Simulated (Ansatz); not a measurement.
`B[SiH](F)Cl` + `C[O][Ti]([F])([Cl])[SeH]` → `B[Si](C)(F)Cl` + `[OH][Ti]([F])([Cl])[SeH]`  (redistribution)

Isolated molecules relaxed with PBE0-D4/def2-TZVP in Ansatz; ΔE leaves out vibrations. CBS: MP2 limit from def2 TZ/QZ plus the TZ coupled-cluster correction, frozen cores. DFT in def2-TZVPP. B3LYP here is the variant with VWN-RPA as its local correlation; programs differ in this. For Se, Ti outer-core shells are correlated without core-valence functions, which leaves a few kJ/mol of doubt a bond. Scalar relativity is left out up to krypton. Each species was taken in one conformer, which may not be the lowest.

`B[SiH](F)Cl`:

Z-matrix (Å, degrees):
```
Si
F 1 1.596
Cl 1 2.059 2 108.5
B 1 1.998 2 113.8 3 111.1
H 1 1.480 2 106.4 3 -115.8
H 4 1.194 1 119.9 2 159.6
H 4 1.193 1 121.0 2 -25.7
```

`C[O][Ti]([F])([Cl])[SeH]`:

Cartesian coordinates in Å:
```
C 0.629 1.005 1.625
O 0.168 0.386 0.463
Ti -0.303 -0.226 -1.081
F -1.624 0.685 -1.792
Cl 1.410 -0.239 -2.462
Se -1.021 -2.480 -0.581
H 1.700 1.198 1.538
H 0.098 1.948 1.777
H 0.448 0.348 2.479
H -1.504 -2.626 -1.965
```

`B[Si](C)(F)Cl`:

Z-matrix (Å, degrees):
```
Si
C 1 1.849
F 1 1.600 2 107.6
B 1 1.997 2 120.2 3 -131.1
Cl 1 2.070 2 109.4 3 116.2
H 2 1.093 1 110.5 3 63.2
H 2 1.092 1 110.4 3 -176.8
H 2 1.092 1 110.4 3 -56.7
H 4 1.195 1 120.2 2 -33.4
H 4 1.194 1 121.2 2 152.4
```

`[OH][Ti]([F])([Cl])[SeH]`:

```xyz
7

O     0.380    0.364    1.671
Ti    0.317    0.134   -0.064
F     1.397   -1.117   -0.630
Cl    0.749    1.997   -1.142
Se   -1.958   -0.561   -0.465
H     0.723    0.024    2.499
H    -1.609   -0.841   -1.868
```

Is it downhill or uphill in electronic energy at CCSD(T)/CBS, and by how much? (Estimate.)

Computed: Downhill: ΔE = -21.0 kcal/mol.

What do these levels give: PBE-D4, r2SCAN-D4, ωB97M-V, B2PLYP, r2SCAN, B3LYP, HF/def2-TZVPP, CCSD/def2-TZVPP, CCSD(T)/def2-TZVPP, HF/def2-QZVPP, MP2/CBS(def2), CCSD/CBS(def2)? (Best estimate.)

The calculation gave: PBE-D4 -20.9, r2SCAN-D4 -21.8, ωB97M-V -22.2, B2PLYP -19.2, r2SCAN -21.7, B3LYP -18.9, HF/def2-TZVPP -17.6, CCSD/def2-TZVPP -20.2, CCSD(T)/def2-TZVPP -19.9, HF/def2-QZVPP -17.6, MP2/CBS(def2) -21.8, CCSD/CBS(def2) -21.3 kcal/mol.

Largest T1 diagnostic among the species: 0.023, so the coupled-cluster value is less sure than usual.

The D4 term adds −0.8 kcal/mol with B3LYP and −0.3 kcal/mol with PBE0; it sums over pairs of atoms, weighted by their polarisabilities, and B3LYP, whose exchange is more repulsive, gets the larger term. In def2-TZVPP, CCSD(T) changes the Hartree–Fock value by −2.3 kcal/mol (the triples alone add +0.3 kcal/mol) and MP2 by −3.1 kcal/mol.
